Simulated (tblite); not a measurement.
Species: C₄H₁₄AlAs.
SMILES with atom numbers: `[CH3:1][CH2:2][CH2:3][As@H+:4]([CH3:5])[AlH3-:6]` (hydrogens: H7, H8, H9 on C1; H10, H11 on C2; H12, H13 on C3; H14 on As4; H15, H16, H17 on C5; H18, H19, H20 on Al6)

Computed with GFN2-xTB (tblite), gas phase: L-BFGS steps from a force-field or distance-geometry start until the largest atomic force falls under 0.01 eV/Å.

At the end of the run (lengths in Å): As4–Al6 2.571, C3–As4 1.975, As4–H14 1.506, As4–C5 1.947, Al6–H19 1.574, Al6–H20 1.583, C1–H7 1.088, C5–As4–Al6 94.2°, C3–As4–Al6 111.4°, C3–As4–C5 98.8°, C2–C3–As4 112.0°, C1–C2–C3–As4 -67°, C2–C3–As4–C5 174°, H10–C2–C1–H7 175°, H7–C1–C2–C3 -64°.

**Question.** These geometries were met on the way; a selection of coordinates is given. Order them by energy above the end point, lowest first.
A. As4–Al6 2.564, C3–As4 1.997, As4–H14 1.486, As4–C5 1.949, Al6–H19 1.583, Al6–H20 1.594, C1–H7 1.085, C5–As4–Al6 108.7°, C3–As4–Al6 124.1°, C3–As4–C5 100.8°, C2–C3–As4 111.4°, C1–C2–C3–As4 -55°, C2–C3–As4–C5 141°, H10–C2–C1–H7 119°, H7–C1–C2–C3 -120°
B. As4–Al6 2.414, C3–As4 1.930, As4–H14 1.570, As4–C5 2.008, Al6–H19 1.622, Al6–H20 1.621, C1–H7 1.125, C5–As4–Al6 104.8°, C3–As4–Al6 115.7°, C3–As4–C5 105.3°, C2–C3–As4 116.4°, C1–C2–C3–As4 -60°, C2–C3–As4–C5 138°, H10–C2–C1–H7 112°, H7–C1–C2–C3 -119°
C. As4–Al6 2.623, C3–As4 1.976, As4–H14 1.501, As4–C5 1.947, Al6–H19 1.562, Al6–H20 1.585, C1–H7 1.099, C5–As4–Al6 91.3°, C3–As4–Al6 120.8°, C3–As4–C5 96.0°, C2–C3–As4 111.1°, C1–C2–C3–As4 -69°, C2–C3–As4–C5 157°, H10–C2–C1–H7 158°, H7–C1–C2–C3 -82°
D. As4–Al6 2.502, C3–As4 2.013, As4–H14 1.532, As4–C5 1.975, Al6–H19 1.554, Al6–H20 1.564, C1–H7 1.068, C5–As4–Al6 106.4°, C3–As4–Al6 117.9°, C3–As4–C5 102.8°, C2–C3–As4 113.9°, C1–C2–C3–As4 -57°, C2–C3–As4–C5 137°, H10–C2–C1–H7 116°, H7–C1–C2–C3 -118°
E. As4–Al6 2.590, C3–As4 2.041, As4–H14 1.512, As4–C5 1.963, Al6–H19 1.528, Al6–H20 1.540, C1–H7 1.080, C5–As4–Al6 108.3°, C3–As4–Al6 120.5°, C3–As4–C5 101.1°, C2–C3–As4 112.5°, C1–C2–C3–As4 -55°, C2–C3–As4–C5 138°, H10–C2–C1–H7 117°, H7–C1–C2–C3 -119°

**Answer.** C (0.142 eV), A (0.242 eV), E (0.394 eV), D (0.672 eV), B (1.279 eV).

| step | E above end (eV) | rms distance from the end, all atoms (Å) | largest force (eV/Å) | rms shift of all bonds from the end (Å) |
| --- | --- | --- | --- | --- |
| 108 | 0.142 | 0.406 | 0.519 | 0.014 |
| 12 | 0.242 | 0.813 | 0.249 | 0.010 |
| 4 | 0.394 | 0.819 | 0.755 | 0.022 |
| 2 | 0.672 | 0.824 | 1.185 | 0.024 |
| 0 | 1.279 | 0.832 | 2.974 | 0.048 |

Rows stand in the order of the answer.
